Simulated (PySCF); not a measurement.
SrN: energy against distance

Set-up: basis Sr x2c-SVPall, N x2c-SVPall; spin-free X2C with a Gaussian nucleus; PySCF 2.14. Energies in eV from Sr + N in their ground configurations at the same level. State: doublet, unpaired electrons π ↑.

Curves on a restricted Hartree–Fock reference rise too fast on stretching and do not dissociate correctly.

```json
{"R (Å)": "1.962", "ROHF-CCSD": "0.1814"}
{"R (Å)": "2.049", "ROHF-CCSD": "-0.1198"}
{"R (Å)": "2.115", "ROHF-CCSD": "-0.2535"}
{"R (Å)": "2.180", "ROHF-CCSD": "-0.3249"}
{"R (Å)": "2.245", "ROHF-CCSD": "-0.3498"}
{"R (Å)": "2.333", "ROHF-CCSD": "-0.3332"}
{"R (Å)": "2.442", "ROHF-CCSD": "-0.2249"}
{"R (Å)": "2.572", "ROHF-CCSD": "-0.0079"}
```

Correlated steps freeze 10 core orbitals. The bond is weak. Basis-set superposition, not corrected here, can be much of De in a small basis, most of all at correlated wavefunction levels. Spin–orbit coupling is left out. The CCSD T1 diagnostic is raised, a sign that a single reference may not be enough here. The state was picked by a PBE0 search and need not be the measured ground state.
